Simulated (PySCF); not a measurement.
Computed data sheet: `CCC1=C[C@@](CO)(OC)C1`

C8H14O2.
SMILES with atom numbers: `[CH3:1][CH2:2][C:3]1=[CH:4][C@@:5]([CH2:6][OH:7])([O:8][CH3:9])[CH2:10]1` (hydrogens: H11, H12, H13 on C1; H14, H15 on C2; H16 on C4; H17, H18 on C6; H19 on O7; H20, H21, H22 on C9; H23, H24 on C10)

Cartesian coordinates in Å at the GFN2-xTB level; atoms count from 1:
```xyz
24
C8H14O2 angstrom
C      3.3773   -0.3363   -0.2002
C      2.5583    0.5430    0.7472
C      1.1069    0.4442    0.4508
C      0.1711    1.2809    0.0052
C     -0.9379    0.2558    0.0968
C     -2.0006    0.5826    1.1534
O     -2.8523    1.6025    0.6978
O     -1.5372    0.0010   -1.1584
C     -2.3422   -1.1558   -1.2339
C      0.1723   -0.7398    0.5610
H      3.1908   -0.0507   -1.2328
H      3.1097   -1.3829   -0.0768
H      4.4393   -0.2249    0.0047
H      2.8730    1.5837    0.6498
H      2.7379    0.2234    1.7780
H      0.1487    2.3107   -0.2934
H     -1.5198    0.9359    2.0691
H     -2.5815   -0.3226    1.3930
H     -2.8768    1.5393   -0.2675
H     -2.4873   -1.3493   -2.2956
H     -3.3190   -1.0078   -0.7609
H     -1.8534   -2.0190   -0.7736
H      0.0388   -1.1596    1.5575
H      0.3721   -1.5347   -0.1551
```

Some functional groups and rings: C=C double bond, alcohol, ether and cyclobutene ring.

GFN2-xTB geometry:

* Point group of the GFN2-xTB geometry: C1
* Rotational constants A, B, C of the GFN2-xTB geometry: 2.480, 0.767, 0.663 GHz

**PBE0/pcSseg-1 ground state and GIAO shieldings, non-relativistic (PySCF)**

* Dipole moment: 2.55 D
* HOMO energy: -7.02 eV
* LUMO energy: 0.37 eV
* HOMO–LUMO gap: 7.39 eV
* Lowest Hirshfeld atomic charge: -0.24 e on O7
* Highest Hirshfeld atomic charge: +0.14 e on H19
* 13C chemical shifts (computed TMS as zero) by class: 161.0 (C3), 142.1 (C4), 81.0 (C5), 67.2 (C6), 53.6 (C9), 36.5 (C10), 29.1 (C2), 15.3 (C1) ppm
* 1H chemical shifts (computed TMS as zero) by class: 6.49 (H16), 4.41 (H18), 3.49 (H17), 3.37 (H20/H21/H22), 2.56 (H24), 2.39 (H14), 2.01 (H15), 1.75 (H23), 1.47 (H19), 1.15 (H11/H12/H13) ppm
* Isotropic shieldings of nuclei other than C and H, by class: 305 (O8), 321 (O7) ppm
* Mayer bond orders between heavy atoms: C1–C2 1.05, C2–C3 1.04, C3–C4 1.75, C4–C5 1.00, C5–C6 0.96, C6–O7 0.97, C5–O8 0.89, O8–C9 0.92, C5–C10 0.98, C10–C3 1.03

Monoisotopic mass (most abundant isotopes): 142.0994 u.

The rotational constants make it an asymmetric top with κ = (2B − A − C)/(A − C) = -0.88, nearer the prolate limit (−1). The dipole equals about 8.5 × 10⁻³⁰ C·m (1 D = 3.33564 × 10⁻³⁰ C·m). With B = h/(8π²I), that is 505.379 GHz u Å² over I, the principal moments of inertia are 203.7, 658.5 and 762.3 u Å² (most abundant isotopes); the inertial defect Ic − Ia − Ib is -99.9 u Å² (zero for a rigid planar frame, negative otherwise).

Geometry: GFN2-xTB, one conformer, isolated molecule. NMR classes are plain means over equivalent atoms (diastereotopic ones count apart unless rotation or inversion swaps them), as if these changed places fast; in this geometry the members of some classes differ.

For the NMR shielding job (PBE0/pcSseg-1), time: 53 s of wall time. Hardware: Arm Neoverse V2, one thread, shared host.
